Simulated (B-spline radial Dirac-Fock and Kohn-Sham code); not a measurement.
**Neutral strontium: differential elastic cross section for electrons at 50.4 eV**

Level of theory: relativistic (Dirac) partial waves in the static field of the Dirac-Fock atom with Furness-McCarthy exchange, without polarisation or absorption potentials; an atomic code on a B-spline grid. Below a few hundred eV the neglected polarisation potential matters, most of all at small angles.

```tsv
θ (°)	dσ/dΩ (a₀²/sr)	Sherman function
0	176	0.000
0.5	176	0.000
1	176	0.000
2	173	0.000
4	164	0.000
8	134	0.001
12	99.2	0.001
16	69.2	0.002
24	32.8	0.006
32	15.2	0.013
45	2.82	0.026
60	1.04	-0.056
75	1.96	-0.045
90	1.46	-0.033
105	0.627	-0.005
120	0.220	0.045
135	0.00571	0.288
150	0.269	-0.025
165	1.14	-0.006
180	1.68	0.000
```

Problem. What integrated cross sections go with this distribution?

Solution. The total elastic cross section is 67.3 a₀², the first transport cross section 12.7 a₀² and the second, weighted with (3/2) sin²θ, 22.8 a₀². The mean deflection is ⟨1 − cos θ⟩ = 0.189, and 4.7 % of the collisions scatter beyond 90°.

On this grid of angles the cross section has minima near 60°, 135°, from interference among the few low partial waves with large phase shifts.

Phase shifts modulo π (rad) for κ = −1 to −5: 0.918, -1.387, -1.272, 1.375, 0.597.

Values without a named source are computed, but for edge energies of neutral atoms, which are taken from tables.
